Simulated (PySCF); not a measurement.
**Diatomics with 53 electrons**

CCSD(T) in PySCF with def2-SVP on every atom (core potentials on Rb, Sr), for the lowest determinant that a PBE0 search found; no spin–orbit coupling. All have 53 electrons, 7 of them in the valence shells, and the same state, a doublet (π ↑). For ions De leads to the atom and ion picked by measured ionisation energies and electron affinities.

```tsv
species	difference of nuclear charges	Re (Å)	ωe (cm⁻¹)	k (mdyn/Å)	De (eV)	dissociates to
KSe	15	3.006	192	0.571	1.99	K + Se
RbS	21	2.991	225	0.692	1.90	Rb + S
CaSe⁺	14	2.656	285	1.28	1.93	Ca⁺ + Se
RbCl⁺	20	3.422	93.1	0.127	0.26	Rb⁺ + Cl
SrS⁺	22	2.674	322	1.43	2.10	Sr⁺ + S
```

(1) Which member of the whole set has the stiffest bond, and how does it compare with the softest?

Correlated steps freeze the inner cores (5 to 14 orbitals); shallow outer-core shells are correlated. Weak bonds: RbCl⁺. Basis-set superposition, not corrected here, can be much of De in a small basis, most of all at correlated wavefunction levels. Spin–orbit coupling is left out. For an ion De counts to the pair picked by the measured ionisation energies or electron affinities, which need not be the lowest pair at this level. States were picked by a PBE0 search and need not be the measured ground states.

Results:

(1) SrS⁺ with k = 1.43 mdyn/Å, 11 times that of RbCl⁺.
